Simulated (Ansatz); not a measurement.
Input file for Ansatz (a program for electronic structure): U-CCSD(T)/def2-TZVPP on MoN, 2S+1 = 2, a spin state set in the input, which need not be the lowest, a point of a bond scan (R = 1.597 Å). Elements past Kr take the def2 small-core potentials; no spin–orbit coupling.

Ansatz 0.2 input:
```yaml
crystal:
  periodic: [false, false, false]
  atoms:
    - {symbol: Mo, position_ang: [0.00000000, 0.00000000, 0.00000000]}
    - {symbol: N, position_ang: [0.00000000, 0.00000000, 1.59704400]}
basis:
  gaussian:
    orbitals: def2-TZVPP
magnetization: {spin_polarized: true, initial_magnetization: 1}
correlation: {method: ccsd_t, electrons: valence}
output: {orbitals: {seedname: ./end}}
```

Output:

```
WARN ansatz: RAYON_NUM_THREADS=2 ignored (pool sized by the plan → 2); use --threads N
Functional definition: HF
integrals: 0.12 GiB planned
580 factors; integrals over basis functions are off by at most 1.1e-3 eV
mean field: 0.17 GiB planned
mean field evaluation 1: about -3307.6261 eV, gradient 4.4e1 eV
mean field evaluation 2: about -3307.6336 eV, gradient 4.4e1 eV
mean field evaluation 4: about -3315.7724 eV, gradient 2.9e0 eV
mean field evaluation 8: about -3315.9108 eV, gradient 7.8e-1 eV
mean field evaluation 16: about -3316.6485 eV, gradient 2.7e0 eV
mean field evaluation 32: about -3179.0008 eV, gradient 1.3e2 eV
mean field evaluation 64: about -3317.5988 eV, gradient 2.0e0 eV
mean field evaluation 96: about -3314.6201 eV, gradient 1.2e-1 eV
mean field evaluation 128: about -3317.4944 eV, gradient 4.3e-1 eV
mean field evaluation 160: about -3316.2825 eV, gradient 2.8e-1 eV
mean field evaluation 192: about -3315.7515 eV, gradient 6.1e-1 eV
mean field evaluation 224: about -3315.8127 eV, gradient 4.0e-1 eV
mean field evaluation 256: about -3316.2835 eV, gradient 1.8e-1 eV
mean field evaluation 288: about -3316.7601 eV, gradient 1.9e-1 eV
mean field evaluation 320: about -3317.0104 eV, gradient 2.6e0 eV
mean field evaluation 352: about -3317.8619 eV, gradient 3.0e-1 eV
mean field evaluation 384: about -3314.0722 eV, gradient 1.3e0 eV
mean field evaluation 416: about -3316.3536 eV, gradient 8.9e-3 eV
mean field evaluation 448: about -3316.2825 eV, gradient 2.8e-1 eV
mean field evaluation 480: about -3317.6182 eV, gradient 2.8e-2 eV
mean field evaluation 512: about -3316.7209 eV, gradient 9.0e-1 eV
mean field evaluation 544: about -3315.3284 eV, gradient 4.9e0 eV
mean field evaluation 576: about -3316.7629 eV, gradient 7.9e-2 eV
mean field evaluation 608: about -3315.7416 eV, gradient 3.5e-2 eV
mean field evaluation 640: about -3315.0622 eV, gradient 4.2e-1 eV
mean field evaluation 672: about -3316.3536 eV, gradient 1.8e-2 eV
mean field evaluation 704: about -3315.9875 eV, gradient 4.6e-1 eV
mean field evaluation 736: about -3315.2243 eV, gradient 4.2e-1 eV
mean field evaluation 768: about -3315.1884 eV, gradient 4.2e-1 eV
mean field evaluation 800: about -3314.5461 eV, gradient 1.0e-1 eV
mean field evaluation 832: about -3314.5712 eV, gradient 1.5e0 eV
mean field evaluation 864: about -3315.2402 eV, gradient 7.7e-2 eV
mean field evaluation 896: about -3314.5081 eV, gradient 1.1e-2 eV
mean field evaluation 928: about -3313.7372 eV, gradient 5.5e0 eV
mean field evaluation 960: about -3312.1738 eV, gradient 1.1e0 eV
mean field evaluation 992: about -3314.2495 eV, gradient 4.5e0 eV
mean field evaluation 1024: about -3314.3851 eV, gradient 1.8e0 eV
mean field evaluation 1056: about -3314.6258 eV, gradient 1.2e-1 eV
mean field evaluation 1088: about -3314.5513 eV, gradient 1.1e-2 eV
mean field evaluation 1120: about -3314.1806 eV, gradient 3.2e-1 eV
mean field evaluation 1152: about -3314.1173 eV, gradient 8.8e-1 eV
mean field evaluation 1184: about -3314.2256 eV, gradient 3.1e-1 eV
mean field evaluation 1216: about -3314.2158 eV, gradient 5.6e-2 eV
mean field evaluation 1248: about -3313.2136 eV, gradient 1.3e1 eV
mean field evaluation 1280: about -3314.1318 eV, gradient 1.2e-1 eV
mean field evaluation 1312: about -3314.1353 eV, gradient 1.5e-2 eV
mean field evaluation 1344: about -3314.1860 eV, gradient 3.8e0 eV
mean field evaluation 1376: about -3314.1827 eV, gradient 1.0e0 eV
mean field evaluation 1408: about -3314.1765 eV, gradient 4.6e-2 eV
mean field evaluation 1440: about -3314.2581 eV, gradient 9.8e-4 eV
mean field evaluation 1472: about -3314.2300 eV, gradient 5.7e-1 eV
mean field evaluation 1504: about -3314.3315 eV, gradient 1.1e-1 eV
mean field evaluation 1536: about -3317.8605 eV, gradient 2.3e-1 eV
mean field evaluation 1568: about -3316.7638 eV, gradient 1.2e-3 eV
mean field evaluation 1600: about -3317.6177 eV, gradient 5.4e-2 eV
mean field evaluation 1632: about -3317.6182 eV, gradient 1.0e-3 eV
mean field evaluation 1664: about -3314.4890 eV, gradient 1.5e-4 eV
mean field evaluation 1696: about -3314.8837 eV, gradient 3.2e-3 eV
mean field evaluation 1728: about -3315.9716 eV, gradient 7.8e0 eV
mean field evaluation 1760: about -3315.2226 eV, gradient 3.2e-1 eV
mean field evaluation 1792: about -3315.2407 eV, gradient 1.6e-4 eV
mean field -3317.86430675 eV, -121.9292643440 hartree, gradient 2.2e-6 eV, S^2 2.331892; 33 other end points of the search recorded, 0 dependent functions left out
determinant -3317.86430675 eV, -121.9292643440 hartree, with singles and doubles -3335.29422331 eV, -122.5698019629 hartree
determinant -3317.61824969 eV, -121.9202219137 hartree, with singles and doubles -3335.25472879 eV, -122.5683505661 hartree
determinant -3316.76376875 eV, -121.8888203184 hartree, with singles and doubles -3334.63498886 eV, -122.5455755437 hartree
determinant -3316.35363179 eV, -121.8737480630 hartree, with singles and doubles -3334.29082527 eV, -122.5329277652 hartree
determinant -3316.28787505 eV, -121.8713315473 hartree, with singles and doubles -3334.25849460 eV, -122.5317396350 hartree
determinant -3316.02419347 eV, -121.8616414280 hartree, with singles and doubles -3333.36122652 eV, -122.4987656411 hartree
determinant -3315.74853602 eV, -121.8515112035 hartree, with singles and doubles -3333.23915603 eV, -122.4942796333 hartree
determinant -3315.24074980 eV, -121.8328504044 hartree, with singles and doubles -3332.19520701 eV, -122.4559152146 hartree
determinant -3315.18495490 eV, -121.8307999795 hartree, with singles and doubles -3332.66793530 eV, -122.4732876589 hartree
determinant -3315.06718485 eV, -121.8264720099 hartree, with singles and doubles -3332.71205169 eV, -122.4749089064 hartree
determinant -3314.88371407 eV, -121.8197295833 hartree, with singles and doubles -3332.66117267 eV, -122.4730391367 hartree
determinant -3314.63961406 eV, -121.8107590733 hartree, with singles and doubles -3331.33943583 eV, -122.4244662039 hartree
determinant -3314.63143871 eV, -121.8104586347 hartree, with singles and doubles -3331.23871964 eV, -122.4207649521 hartree
determinant -3314.58151629 eV, -121.8086240197 hartree, with singles and doubles -3331.91844636 eV, -122.4457444485 hartree
determinant -3314.55135184 eV, -121.8075154966 hartree, with singles and doubles -3331.08822993 eV, -122.4152345572 hartree
determinant -3314.50810689 eV, -121.8059262740 hartree, with singles and doubles -3331.41039227 eV, -122.4270738049 hartree
determinant -3314.48899635 eV, -121.8052239745 hartree, with singles and doubles -3331.23517861 eV, -122.4206348215 hartree
determinant -3317.86430675 eV, -121.9292643440 hartree, with singles and doubles -3335.33479798 eV, -122.5712930545 hartree
determinant -3317.61824969 eV, -121.9202219137 hartree, with singles and doubles -3335.28201732 eV, -122.5693534010 hartree
1 core orbitals not correlated
reference -3317.86430675 eV, -121.9292643440 hartree; 10, 9 occupied and 76, 77 virtual orbitals, 580 factors
second order -17.44218320 eV of doubles, -0.00000000 eV of singles
coupled cluster: 0.45 GiB planned
cycle   1  -17.47049169 eV  change   -4.7e-7 eV  update   2.4e-6
coupled cluster: 0.45 GiB planned
perturbative correction -1.09454190 eV, -0.0402236728 hartree
WARN: the results are in doubt because among natural orbitals the method converges to other amplitudes
Total energy: -3336.42934034 eV, -122.6115167445 hartree
In doubt: among natural orbitals the method converges to other amplitudes
```

The run converged. Its determinant has ⟨S²⟩ = 2.33, a mixture of spin states.

Warnings raised: other amplitudes.

Cost: roughly 4 core-minutes.
